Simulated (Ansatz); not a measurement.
## Cost against result

Saddle point of SiNH6Cl2F, singlet (SiH₂Cl₂ ([Cl][SiH2][Cl]) + NH₃ + HF → SiH₂Cl₂F ([F][SiH2]([Cl])[Cl]) + NH₄; bonds formed: Si1–F7, H6–N9; bonds broken: H6–F7), PBE0-D4/def2-TZVP structure:

```xyz
11
angstrom
Si -0.4734 1.0796 -1.3005
Cl -0.8743 -0.9521 -1.6729
H -0.1205 1.4094 -2.7103
H -1.5808 2.0119 -1.0120
Cl 1.4480 1.4502 -0.5284
H -0.2588 -0.2418 1.0372
F -0.9284 0.6054 0.6184
H 0.3961 -1.8973 0.6715
N 0.5269 -1.1566 1.3543
H 1.4669 -0.7860 1.2528
H 0.3983 -1.5227 2.2901
```

Barriers are electronic and count from the start structure reached by relaxing down the imaginary mode.

Ansatz 0.2.0; basis: as named in each row; cores frozen in the correlated methods. B3LYP uses VWN-RPA correlation. Extrapolation: Hartree–Fock as exp(−7.88 √X), correlation as X^−2.97.

Times are rough, for one single point on 8 threads of a shared host (Arm Neoverse V2).

The estimate by CCSD(T) at an estimated basis limit (MP2 extrapolated from triple and quadruple zeta, plus CCSD(T) − MP2 in triple zeta) is 31.5 kJ/mol.

| method | basis | time (s) | barrier (kJ/mol) | method less estimate |
| --- | --- | --- | --- | --- |
| HF | STO-3G | under 1 | 19.4 | -12.2 |
| PBE-D4 | STO-3G | under 1 | -143.9 | -175.4 |
| SPW92 | def2-SVP | under 1 | -36.3 | -67.8 |
| B3LYP-D4 | 6-31G | under 1 | -28.1 | -59.6 |
| PBE-D4 | def2-SVP | under 1 | -4.9 | -36.4 |
| PBE0-D4 | def2-SVP | under 1 | 2.9 | -28.6 |
| SPW92 | def2-TZVPP | under 1 | -14.9 | -46.4 |
| PBE-D4 | def2-TZVPP | 1 | 15.8 | -15.7 |
| BLYP-D4 | def2-TZVPP | 1 | 25.3 | -6.2 |
| B3LYP-D4 | def2-TZVPP | 2 | 28.6 | -2.9 |
| BHLYP-D4 | def2-TZVPP | 2 | 34.5 | 2.9 |
| CAM-B3LYP-D4 | def2-TZVPP | 2 | 25.0 | -6.5 |
| PBE0-D4 | def2-TZVPP | 2 | 21.7 | -9.8 |
| r2SCAN-D4 | def2-TZVPP | 3 | 15.6 | -15.9 |
| wB97M-V | def2-SVP | 3 | 1.4 | -30.1 |
| r2SCAN0-D4 | def2-TZVPP | 3 | 21.0 | -10.5 |
| CCSD(T) | def2-SVP | 3 | 27.2 | -4.3 |
| B2PLYP | def2-TZVPP | 3 | 31.5 | 0.0 |
| PBE-QIDH | def2-TZVPP | 3 | 25.7 | -5.8 |
| RPA on PBE | def2-TZVPP | 3 | 34.0 | 2.4 |
| wB97X-V | def2-TZVPP | 4 | 25.4 | -6.1 |
| B97M-V | def2-TZVPP | 6 | 23.6 | -7.9 |
| wB97M-V | def2-TZVPP | 6 | 22.2 | -9.4 |
| MP2 | def2-QZVPP | 13 | 28.7 | -2.9 |
| CCSD(T) | def2-TZVPP | 130 | 32.7 | 1.2 |

All methods are single points on the PBE0-D4 structures; a negative value means that the method puts the saddle structure below the start.

The T1 diagnostic stays at or below 0.010.

Labels in which every atom is bracketed show which atoms are joined, not bond orders.
